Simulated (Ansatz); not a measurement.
ZnMeI (CH₃IZn). Charge 0, multiplicity 1. Geometry PBE0-D4/def2-TZVP, basis def2-TZVP, Ansatz.

Cartesian coordinates in Å:
```
Zn 0.131 -0.648 -0.844
C -0.105 0.521 0.679
H -0.841 1.295 0.450
H 0.840 1.002 0.935
H -0.454 -0.049 1.542
I 0.429 -2.121 -2.761
```

```json
{"run": "A", "HOMO (eV)": "-6.41", "LUMO (eV)": "-1.49"}
{"run": "B", "HOMO (eV)": "-7.52", "LUMO (eV)": "-0.69"}
{"run": "C", "HOMO (eV)": "-6.71", "LUMO (eV)": "-1.16"}
{"run": "D", "HOMO (eV)": "-7.27", "LUMO (eV)": "-0.98"}
{"run": "E", "HOMO (eV)": "-8.76", "LUMO (eV)": "0.13"}
{"run": "F", "HOMO (eV)": "-9.96", "LUMO (eV)": "1.77"}
```

In the def2 sets I takes a core potential; there is no spin–orbit coupling. B3LYP takes the VWN-RPA correlation.

Problem. The runs used B3LYP, CAM-B3LYP, HF, PBE, PBE0, r2SCAN. Estimate which is which.

Solution. A PBE (0 % exact exchange); B PBE0 (25 % exact exchange); C r2SCAN (0 % exact exchange); D B3LYP (20 % exact exchange); E CAM-B3LYP (range-separated); F HF (100 % exact exchange). Exact exchange lowers occupied and raises empty levels; among semilocal functionals meta-GGAs tend to open the gap a little, and such runs are hard to tell apart. The gap grows from 4.92 eV (PBE) to 11.74 eV (HF).
